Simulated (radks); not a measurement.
Q: The mean radii <r> (bohr) of the occupied orbitals of an atom or ion are listed with their occupations. Calculated with a radial shooting solver on a logarithmic mesh with Libxc functionals: Dirac Kohn-Sham, PBE, spin-unpolarised, spherical densities, finite nucleus; Fermi nuclear charge, rms radius of each element as measured or else 0.836 A^(1/3) + 0.57 fm.

| orbital | occ. | <r> |
|---|---|---|
| 1s1/2 | 2 | 0.03428 |
| 2s1/2 | 2 | 0.1492 |
| 2p1/2 | 2 | 0.1270 |
| 2p3/2 | 4 | 0.1317 |
| 3s1/2 | 2 | 0.4135 |
| 3p1/2 | 2 | 0.4069 |
| 3p3/2 | 4 | 0.4173 |
| 3d3/2 | 4 | 0.3928 |
| 3d5/2 | 6 | 0.3962 |
| 4s1/2 | 2 | 0.9708 |
| 4p1/2 | 2 | 1.016 |
| 4p3/2 | 1 | 1.035 |

Name the element and its charge. Open shells, if any, fill j = l - 1/2 first.

A: Z = 43, technetium, charge +10: Tc10+ in [Ar] 3d10 4s2 4p3. The 1s radius gives Z: for a bare nucleus <r> = (2 gamma + 1)/(2Z) with gamma = sqrt(1 - (Z/c)^2), 0.03371 bohr for Z = 43, and screening makes it slightly larger (0.03428 here). The occupations add up to 33, and the charge is Z minus that.
